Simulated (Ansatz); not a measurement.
Compare A (`O[SiH2][Ga]1[CH2][S]1`) with its isomer B (`[GaH2][SiH]1OCS1`).

Program: Ansatz. Geometries: PBE0-D4/def2-TZVP. ΔE: electronic, gas phase. CCSD(T)/CBS adds triple-zeta CCSD(T) − MP2 to the extrapolated MP2 energy (def2 sets, frozen cores). Functionals use def2-TZVPP. B3LYP here is the variant with VWN-RPA as its local correlation; programs differ in this. For Ga outer-core shells are correlated without core-valence functions, which leaves a few kJ/mol of doubt a bond. Scalar relativity is left out up to krypton. Each species was taken in one conformer, which may not be the lowest.

Task: Which isomer does CCSD(T)/CBS put lower? Give the gap. (Best estimate.)

Result: Ansatz gave: A, by 16.7 kcal/mol.

Task: Give E(B) − E(A) in kcal/mol with PBE0-D4, CCSD(T)/def2-TZVPP, HF/def2-TZVPP, B3LYP, CCSD/def2-TZVPP, PBE-D4, MP2/def2-TZVPP. (Best estimate.)

Result: Computed: PBE0-D4 12.6, CCSD(T)/def2-TZVPP 14.7, HF/def2-TZVPP 8.9, B3LYP 14.7, CCSD/def2-TZVPP 13.7, PBE-D4 14.1, MP2/def2-TZVPP 16.8. None reverses the order clearly.

Task: Does the order hold for the free energy at 298.15 K (harmonic terms from PBE0-D4)? (An estimate is asked.)

Result: Ansatz gave: Yes: G(B) − G(A) = +15.5 kcal/mol, for one conformer each. Modes under 60 cm⁻¹, often nearly free rotors, make the harmonic entropy too high.

Largest T1 diagnostic: 0.015.

Leaving LDA and LC-ωPBE aside and taking each functional with its dispersion term where it has one, the values, not all of them listed here, spread over 5.2 kcal/mol, from ωB97X-V to B2PLYP. LDA lies −1.2 kcal/mol from PBE without D4. From PBE to PBE0 (25 % exact exchange), in def2-TZVPP and without D4, E(B) − E(A) moves by −1.7 kcal/mol.
